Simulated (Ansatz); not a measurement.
Species: vinylidene fluoride, C2H2F2, charge 0, multiplicity 1. SMILES: C=C(F)F
Coordinates optimised at B3LYP-D3(BJ)/def2-TZVP (Ansatz, a quantum-chemistry and plane-wave program):
```xyz
6

C      1.3666    -0.1842    -0.0960
C      0.0659    -0.0089    -0.0046
F     -0.8303    -0.9779     0.0790
F     -0.5461     1.1633     0.0177
H      2.0191     0.6710    -0.1597
H      1.7731    -1.1820    -0.1067
```

Quantity: vertical triplet-singlet gap (E(triplet) - E(singlet); each state is the SCF solution reached for its spin), in eV. Valence correlation only, unless marked. Open shells are spin-unrestricted. Spin-orbit coupling is left out. Non-relativistic. 

| level | program | vertical triplet-singlet gap (eV) |
|---|---|---|
| HF/aug-cc-pVDZ | Ansatz | 3.91 |
| HF/aug-cc-pVQZ | Ansatz | 3.91 |
| B3LYP/def2-TZVPD | Ansatz | 4.76 |
| BHLYP/def2-TZVPD | Ansatz | 4.58 |
| wB97M-V/def2-TZVPD | Ansatz | 4.93 |
| SCS-MP2/aug-cc-pVDZ | Ansatz | 5.15 |
